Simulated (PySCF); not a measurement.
**How the functional moves excitation energies**

Compound: AlBrClF.
Z-matrix (Å and degrees, PBE0-D3(BJ)/def2-SVP geometry), rows numbered from 1:
```
F 
Al  1  1.6518
Cl  2  2.0739  1  119.07
Br  2  2.2183  1  119.54  3  -179.99
```

Linear-response calculations in the def2-SVPD basis (PySCF; singlets by full response, triplets Tamm–Dancoff, core orbitals frozen in the response; HF means time-dependent Hartree–Fock). 'Strongest' is the level of largest summed f among the singlets computed (10 roots, of which the last may lack a degenerate partner); it can jump between rows when another state enters that window. S1 is the lowest singlet of each run and needn't be the same state throughout; f(S1) is that of one state. Geometry: PBE0-D3(BJ)/def2-SVP; no solvent, vibrations or thermal averaging. Relativistic effects, spin–orbit coupling among them, are left out although an element past zinc is present.

| functional | kind | S1 (eV) | f(S1) | strongest (eV) | T1 (eV) | HOMO (eV) | gap (eV) | ionisation energy, ΔSCF (eV) |
| --- | --- | --- | --- | --- | --- | --- | --- | --- |
| LDA | LDA | 5.42 | 0.012 | 7.39 | 5.20 | -8.03 | 5.28 | not settled |
| PBE | GGA | 5.50 | 0.013 | 7.41 | 5.26 | -7.88 | 5.39 | 11.63 |
| PBE0 | global hybrid, 25% exact exchange | 6.19 | 0.019 | 8.20 | 5.90 | -9.20 | 7.53 | 11.49 |
| BHandHLYP | global hybrid, 50% exact exchange | 6.62 | 0.025 | 8.66 | 6.30 | -10.33 | 9.36 | 11.66 |
| CAM-B3LYP | range-separated hybrid | 6.34 | 0.022 | 8.35 | 6.03 | -10.51 | 9.65 | 11.70 |
| wB97X-D | range-separated hybrid | 6.53 | 0.023 | 8.50 | 6.24 | -11.08 | 11.07 | 11.69 |
| LC-wPBE | range-separated hybrid | 6.99 | 0.028 | 8.88 | 6.61 | -11.94 | 12.21 | 11.86 |
| HF | Hartree–Fock | 7.66 | 0.045 | 9.54 | 7.20 | -12.18 | 12.91 | not settled |

What does B3LYP (global hybrid, 20% exact exchange) give?

S1 (eV) 5.92, f(S1) 0.017, strongest (eV) 7.96, T1 (eV) 5.66, HOMO (eV) -8.90, gap (eV) 6.95, ionisation energy, ΔSCF (eV) 11.40. S1 runs from 5.42 eV (LDA) to 7.66 eV (HF), a spread of 2.25 eV, while the orbital gap spreads over 7.6 eV. Along PBE (0%), B3LYP (20%), PBE0 (25%), BHandHLYP (50%), HF (100%) S1 rises with the share of exact exchange. −ε(HOMO) comes closest to its own ΔSCF ionisation energy with LC-wPBE (+0.09 eV) and misses most with PBE (-3.75 eV). 'Not settled' means that the ion's SCF failed to converge or may have ended in another state than the lowest.
